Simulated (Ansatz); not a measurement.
Geometry optimisation, RKS BHLYP-D4/def2-SVP in Ansatz 0.2.0.

input.yaml

```yaml
crystal:
  periodic: [false, false, false]
  atoms:
    - { symbol: Al, position_ang: [-1.377904, 0.82417, -0.0241] }
    - { symbol: Si, position_ang: [1.859722, -0.787934, 0.104251] }
    - { symbol: O, position_ang: [-1.78408, 0.505914, -1.628568] }
    - { symbol: O, position_ang: [-2.220121, -0.077862, 1.123835] }
    - { symbol: H, position_ang: [0.920633, 0.311579, 0.20759] }
    - { symbol: H, position_ang: [-0.283781, 1.824523, 0.362523] }
    - { symbol: H, position_ang: [2.874504, -0.454168, -0.920127] }
    - { symbol: H, position_ang: [2.512488, -0.98518, 1.417919] }
    - { symbol: H, position_ang: [1.141638, -2.02098, -0.287043] }
    - { symbol: H, position_ang: [-1.471481, 0.911254, -2.426843] }
    - { symbol: H, position_ang: [-2.171516, -0.051315, 2.070563] }
basis:
  gaussian: { orbitals: def2-SVP }
hamiltonian:
  xc: { name: BHLYP }
  dispersion: d4
relax:
  f_tol: 0.03
  max_steps: 50
```

Run as:

```bash
$ ansatz run input.yaml --threads 2 --pin off --max-ram 3072MiB --backend cpu --events-out ev --progress --plain --runs-dir out
```

**Question.** Where does it end, and by what steps?

**Answer.** The run converged. The force dipped under the threshold on the way, but the program's further checks kept it going. After 31 steps the energy has fallen by 0.354 eV; O3 moved furthest, 1.01 Å.

| step | energy less start (eV) | largest force component (eV/Å) | accepted |
| --- | --- | --- | --- |
| 0 | 0.0000 | 0.733 | yes |
| 2 | -0.1866 | 0.227 | yes |
| 4 | -0.2395 | 0.204 | yes |
| 6 | -0.2622 | 0.238 | yes |
| 8 | -0.3038 | 0.198 | yes |
| 10 | -0.3181 | 0.070 | yes |
| 12 | -0.3193 | 0.026 | yes |
| 14 | -0.3198 | 0.012 | yes |
| 16 | -0.3208 | 0.063 | yes |
| 18 | -0.3236 | 0.138 | yes |
| 20 | -0.3326 | 0.226 | yes |
| 22 | -0.3438 | 0.177 | yes |
| 24 | -0.3497 | 0.061 | yes |
| 26 | -0.3519 | 0.054 | yes |
| 28 | -0.3533 | 0.055 | yes |
| 30 | -0.3539 | 0.045 | yes |
| 31 | -0.3541 | 0.030 | yes |

```xyz
11
Properties=species:S:1:pos:R:3
Al -1.206 0.825 0.093
Si 1.627 -0.775 -0.041
O -0.904 0.057 -1.395
O -2.096 -0.091 1.198
H 0.764 0.138 0.770
H -0.895 2.345 0.315
H 2.070 -0.060 -1.252
H 2.801 -1.063 0.817
H 0.899 -2.017 -0.341
H -0.638 0.462 -2.212
H -2.422 0.178 2.048
```

Whether the end is a true minimum wasn't checked by a vibrational analysis.

Run time: 120 s on 2 threads of Arm Neoverse N1, on a shared host, peak memory 0.2 GiB.
